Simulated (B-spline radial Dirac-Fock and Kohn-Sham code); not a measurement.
# Elastic scattering of 388 eV electrons by the free iridium atom

Calculated with a radial finite-basis atomic code, using relativistic (Dirac) partial waves in the static field of the Dirac-Fock atom with Furness-McCarthy exchange, without polarisation or absorption potentials.

```csv
θ (°),dσ/dΩ (a₀²/sr),Sherman function
0,116,0.000
10,39.5,0.001
20,5.44,-0.011
30,0.761,-0.061
40,1.13,0.036
50,1.06,0.083
60,0.292,0.188
70,0.0199,-0.441
80,0.394,-0.113
90,0.621,-0.063
100,0.351,-0.057
110,0.0462,-0.271
120,0.101,-0.177
130,0.279,-0.080
140,0.211,-0.084
150,0.0392,-0.191
160,0.182,0.002
170,0.636,0.003
180,0.893,0.000
```

Question: What integrated cross sections go with this distribution?

Answer: The total elastic cross section is 16.4 a₀², the first transport cross section 3.72 a₀² and the second, weighted with (3/2) sin²θ, 5.14 a₀². The mean deflection is ⟨1 − cos θ⟩ = 0.226, and 8.9 % of the collisions scatter beyond 90°.

On this grid of angles the cross section has minima near 30°, 70°, 110°, 150°, from interference among the few low partial waves with large phase shifts.

Phase shifts modulo π (rad) for κ = −1 to −5: -0.872, 0.040, 0.802, 1.290, -1.161.
